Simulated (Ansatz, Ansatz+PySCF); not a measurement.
```yaml
atoms:
  - { symbol: B, position_ang: [0.0000, 0.0000, 0.0000] }
  - { symbol: C, position_ang: [0.0000, 0.0000, 1.4910] }
```

Basis set: def2-SVP (spherical functions). Left uncorrelated: 2 orbitals. Charge 0, multiplicity 4.

Computed with Ansatz (development build ahead of 0.2.0); each method stands on the lowest determinant of its kind that the runs found.

**Question.** Give the atomization energy at this shape (free ground-state atoms in the same class of orbitals less the molecule, no zero-point energy) of quartet BC by UHF-MP2, UHF-CCSD(T), ROHF, UHF.

**Answer.**

| method | atomization energy |
| --- | --- |
| UHF-MP2 | 98.19 kcal/mol |
| UHF-CCSD(T) | 97.25 kcal/mol |
| ROHF | 76.54 kcal/mol |
| UHF | 73.13 kcal/mol |

Caution: the determinant may break the point group.
